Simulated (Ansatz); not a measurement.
C3H5F3O can be A, `FCCOC(F)F`, or B, `CC(F)(F)OCF`.

Isolated molecules relaxed with PBE0-D4/def2-TZVP in Ansatz; ΔE leaves out vibrations. CBS: MP2 limit from def2 TZ/QZ plus the TZ coupled-cluster correction, frozen cores. DFT in def2-TZVPP. B3LYP here is the variant with VWN-RPA as its local correlation; programs differ in this. Each species was taken in one conformer, which may not be the lowest.

Question: Which isomer does CCSD(T)/CBS put lower? Give the gap. (An estimate is asked.)

Answer: The calculation gave: B, by 13.1 kcal/mol.

Question: Give E(B) − E(A) in kcal/mol with MP2/def2-TZVPP, B3LYP-D4, BLYP-D4, CCSD(T)/def2-SVP, PBE-D4, CCSD(T)/def2-TZVPP, LDA (SPW92). (Best estimate.)

Answer: Ansatz gave: MP2/def2-TZVPP -13.1, B3LYP-D4 -11.9, BLYP-D4 -11.5, CCSD(T)/def2-SVP -14.2, PBE-D4 -12.1, CCSD(T)/def2-TZVPP -12.8, LDA (SPW92) -13.5. None reverses the order clearly.

Question: Does the order hold for the free energy at 298.15 K (harmonic terms from PBE0-D4)? (Best estimate.)

Answer: Computed: Yes: G(B) − G(A) = -13.1 kcal/mol, for one conformer each. Modes under 60 cm⁻¹, often nearly free rotors, make the harmonic entropy too high.

Largest T1 diagnostic: 0.012.

At CCSD(T), def2-SVP lies −1.1 kcal/mol from the extrapolated value and def2-TZVPP +0.2 kcal/mol. Leaving LDA and LC-ωPBE aside and taking each functional with its dispersion term where it has one, the values, not all of them listed here, spread over 2.3 kcal/mol, from r2SCAN-D4 to BLYP-D4. LDA lies −1.4 kcal/mol from PBE without D4.
